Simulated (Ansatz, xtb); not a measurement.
**Relative energy of two isomers of AlFH2NSi**

We compare I, `[F][AlH][N]=[SiH]`, a doublet, with II, `[F][Al][NH][SiH]`, a doublet. Both are isolated molecules in the gas phase, relaxed with B3LYP-D3(BJ)/def2-SVP; the shapes shown needn't be the lowest conformers.

I (Å):

```xyz
6

Al   -1.8732   -0.0457    0.7153
F    -1.0400    0.2184   -0.7057
N    -0.9614   -0.2494    2.2211
Si   -0.0827    0.0290    3.5309
H    -3.4354   -0.1408    0.6235
H     0.3379   -1.2118    4.3235
```

II (Å):

```xyz
6

Al   -1.6732   -1.9219    0.0286
F    -3.0049   -2.4865    0.8685
N    -0.5105   -0.8724    0.9569
Si    0.9254   -0.2009    0.2267
H    -0.7227   -0.6796    1.9395
H     1.4389    0.5430    1.4741
```

**Question.** Which of the two would you expect CCSD(T)/def2-SVP electronic energies to favour?

**Answer.** Structure II; the calculation gives E(II) − E(I) = −3.7 kcal/mol.

The same difference at several levels:

```tsv
level	geometry	E(II) − E(I) (kcal/mol)	departure from the last row (kcal/mol)	job, with rough time for the two
B3LYP-D3(BJ)/def2-SVP	B3LYP-D3(BJ)/def2-SVP	−2.3	+1.4	optimisation, 3.8 min
HF/def2-SVP	B3LYP-D3(BJ)/def2-SVP	−9.8	−6.2	part of the CCSD(T) run
MP2/def2-SVP	B3LYP-D3(BJ)/def2-SVP	−2.9	+0.8	part of the CCSD(T) run
CCSD(T)/def2-SVP	B3LYP-D3(BJ)/def2-SVP	−3.7		single point, 46 s
```

As drawn, II has 1 N–Si, 1 N–H in place of 1 N=Si, 1 Al–H.

The levels shown agree on the order. The largest departure from CCSD(T)/def2-SVP is that of HF/def2-SVP, 6.2 kcal/mol. Levels run at GFN2-xTB geometries aren't shown.

With harmonic frequencies from B3LYP-D3(BJ)/def2-SVP (ideal gas, rigid rotor, one conformer each, 200 K, 1 atm): the zero-point term adds +3.0 kcal/mol; ΔH is −0.8 and ΔG −0.5 kcal/mol.

Open shells are spin-unrestricted. The correlated steps freeze 12 core orbitals. Mirror images aren't counted in ΔG. Run with Ansatz 0.2.0; the last row on 1 thread of Intel(R) Xeon(R) Processor @ 2.50GHz (Skylake/Cascade Lake) on a shared host.
